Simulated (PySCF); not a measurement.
A GIAO shielding run with PySCF 2.14.0 with density-fitted response routines (density fitting, non-relativistic, gas phase) on SMILES [H]/N=C\C#CB(F)F, C₃H₂BF₂N:

```
$ OMP_NUM_THREADS=1 python probes_run.py task.json out

{"job": {"kind": "nmr", "xc": "HF", "basis": "pcSseg-2", "pop": false}, "charge": 0, "multiplicity": 1}
N      2.538827    -0.813949     0.534482
C      1.656023     0.049212     0.842930
C      0.339476     0.141317     0.282216
C     -0.778561     0.211013    -0.201168
B     -2.178799     0.314722    -0.795904
F     -3.204938    -0.264784    -0.214871
F     -2.396227     0.989957    -1.901797
H      2.179815    -1.449706    -0.186888
H      1.900217     0.804726     1.607715
```

Hardware: 1 thread of an Arm Neoverse V2, shared host.

**Question.** How large is the calculation?

**Answer.** 50 electrons, 280 basis functions and 747 auxiliary functions.

**Question.** How long does it take, and how much memory does it need?

**Answer.** 17 s of wall time, with 13 SCF cycles and 8 response iterations; peak memory 1 GiB. Times on a shared host scatter by some tens of per cent.

**Question.** And these other runs on the same molecule and hardware: GIAO shielding at B97-D/pcSseg-2; GIAO shielding at BHandHLYP/pcSseg-2; GIAO shielding at BLYP/pcSseg-2; GIAO shielding at CAM-B3LYP/pcSseg-2; GIAO shielding at KT3/pcSseg-2; GIAO shielding at PBE0/6-31G?

**Answer.** B97-D/pcSseg-2: 280 functions, 34 s; BHandHLYP/pcSseg-2: 280 functions, 30 s; BLYP/pcSseg-2: 280 functions, 36 s; CAM-B3LYP/pcSseg-2: 280 functions, 35 s; KT3/pcSseg-2: 280 functions, 37 s; PBE0/6-31G: 67 functions, 4.9 s.
